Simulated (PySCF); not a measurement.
**Electron correlation in Nb²⁺ (niobium, charge +2)**

[Kr] 4d2 5p1, one real determinant (an excited configuration). Computed with PySCF 2.14 in def2-QZVPPD with the def2 core potential (28 electrons) (7s5p4d3f2g, 81 functions), with a scalar-relativistic core potential. Frozen: nothing; 11 electrons correlated.

```
  level  correlation energy (mhartree)
   CCSD                        -291.96
    (T)                          -7.59
CCSD(T)                        -299.55
```

Diagnostics: T1 = 0.0094, D1 = 0.0371, largest double amplitude 0.054.

Problem. Is a single reference adequate?

Solution. Yes, within this model without spin-orbit coupling: T1 lies below 0.03 and no double amplitude reaches 0.07.

The reference is one real determinant that mixes LS terms of this configuration.

The basis has no tight functions for the innermost shells, so their pair energies are far from complete.

This basis was not built for core-valence correlation, so the inner-shell part is incomplete.
